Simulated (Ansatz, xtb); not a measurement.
**C5H9BSi: which of two isomers lies lower**

Structure a: `BC1=CC([SiH3])=CC1`, a singlet. Structure b: `BC1=CC=C[C@@H]1[SiH3]`, a singlet. Both are isolated molecules in the gas phase, relaxed with PBE-D3(BJ)/def2-SVP; the shapes shown needn't be the lowest conformers.

a (Å):

```yaml
atoms:
  - { symbol: C, position_ang: [-1.7819, 0.7485, -0.4538] }
  - { symbol: C, position_ang: [-0.8551, -0.0316, 0.2201] }
  - { symbol: C, position_ang: [0.3419, -0.2698, -0.5844] }
  - { symbol: C, position_ang: [0.1547, 0.3782, -1.7863] }
  - { symbol: C, position_ang: [-1.1737, 1.0597, -1.8028] }
  - { symbol: B, position_ang: [-3.1382, 1.1866, 0.0936] }
  - { symbol: Si, position_ang: [1.8558, -1.2678, -0.0857] }
  - { symbol: H, position_ang: [-3.8956, 1.8766, -0.5679] }
  - { symbol: H, position_ang: [-3.4721, 0.8406, 1.2138] }
  - { symbol: H, position_ang: [-1.0060, -0.4232, 1.2384] }
  - { symbol: H, position_ang: [1.4736, -2.6906, 0.2237] }
  - { symbol: H, position_ang: [2.8471, -1.2527, -1.2161] }
  - { symbol: H, position_ang: [2.4947, -0.6818, 1.1451] }
  - { symbol: H, position_ang: [0.8704, 0.3991, -2.6220] }
  - { symbol: H, position_ang: [-1.8142, 0.7029, -2.6435] }
  - { symbol: H, position_ang: [-1.0781, 2.1571, -1.9778] }
```

b (Å):

```xyz
16

C    -1.1119    0.3299    0.1339
C    -0.3080    1.3955    0.5514
C     1.0720    1.1526    0.2348
C     1.1690   -0.0777   -0.3871
C    -0.1887   -0.6374   -0.5572
B    -2.6188    0.2116    0.3341
Si   -0.5941   -0.5034   -2.4458
H    -3.2469   -0.7267   -0.1260
H    -3.2071    1.0660    0.9734
H    -0.6915    2.3005    1.0454
H     1.9079    1.8323    0.4506
H     2.0932   -0.5586   -0.7387
H    -0.3249   -1.7159   -0.3265
H    -0.4904    0.9374   -2.8502
H     0.3995   -1.3295   -3.2190
H    -1.9703   -1.0387   -2.7152
```

Quicker runs give these differences E(b) − E(a): GFN2-xTB −0.158 eV; HF/STO-3G +0.169 eV (at GFN2-xTB geometries); r2SCAN-D4/def2-SVP −0.160 eV (at GFN2-xTB geometries).

**Question.** Estimate E(b) − E(a) at the level CCSD(T)/def2-SVP + ΔMP2/def2-TZVPP.

**Answer.** Calculated at CCSD(T)/def2-SVP + ΔMP2/def2-TZVPP: E(b) − E(a) = −0.150 eV, so structure b lies lower.

How the difference moves with the method:

```json
{"level": "GFN2-xTB", "geometry": "GFN2-xTB", "E(b) − E(a) (eV)": "−0.158", "departure from the last row (eV)": "−0.008", "job, with rough time for the two": "optimisation, 1.2 s"}
{"level": "HF/STO-3G", "geometry": "GFN2-xTB", "E(b) − E(a) (eV)": "+0.169", "departure from the last row (eV)": "+0.319", "job, with rough time for the two": "single point, 3 s"}
{"level": "r2SCAN-D4/def2-SVP", "geometry": "GFN2-xTB", "E(b) − E(a) (eV)": "−0.160", "departure from the last row (eV)": "−0.011", "job, with rough time for the two": "single point, 18 s"}
{"level": "PBE-D3(BJ)/def2-SVP", "geometry": "PBE-D3(BJ)/def2-SVP", "E(b) − E(a) (eV)": "−0.165", "departure from the last row (eV)": "−0.015", "job, with rough time for the two": "optimisation, 2.6 min"}
{"level": "HF/def2-SVP", "geometry": "PBE-D3(BJ)/def2-SVP", "E(b) − E(a) (eV)": "+0.039", "departure from the last row (eV)": "+0.189", "job, with rough time for the two": "part of the CCSD(T) run"}
{"level": "MP2/def2-SVP", "geometry": "PBE-D3(BJ)/def2-SVP", "E(b) − E(a) (eV)": "−0.198", "departure from the last row (eV)": "−0.048", "job, with rough time for the two": "part of the CCSD(T) run"}
{"level": "CCSD(T)/def2-SVP", "geometry": "PBE-D3(BJ)/def2-SVP", "E(b) − E(a) (eV)": "−0.108", "departure from the last row (eV)": "+0.042", "job, with rough time for the two": "single point"}
{"level": "CCSD(T)/def2-SVP + ΔMP2/def2-TZVPP", "geometry": "PBE-D3(BJ)/def2-SVP", "E(b) − E(a) (eV)": "−0.150", "departure from the last row (eV)": "", "job, with rough time for the two": "single point, 6.4 min"}
```

As drawn, both hold the same kinds of bond in the same numbers.

HF/STO-3G, HF/def2-SVP put the two in the other order. The largest departure from CCSD(T)/def2-SVP + ΔMP2/def2-TZVPP is that of HF/STO-3G, 0.319 eV. The last row adds to CCSD(T) the change of the MP2 difference between the two basis sets, here −0.042 eV.

With thermal terms from frequencies at re-optimised GFN2-xTB minima (ideal gas, soft modes damped towards free rotors, one conformer each, 298.15 K, 1 atm): the zero-point term adds +0.019 eV; ΔH is −0.142 and ΔG −0.111 eV.

The correlated steps freeze 11 core orbitals. Mirror images aren't counted in ΔG. Run with Ansatz 0.2.0, xtb 6.7.1; the last row on 2 threads of AMD EPYC (Zen 3) on a shared host.
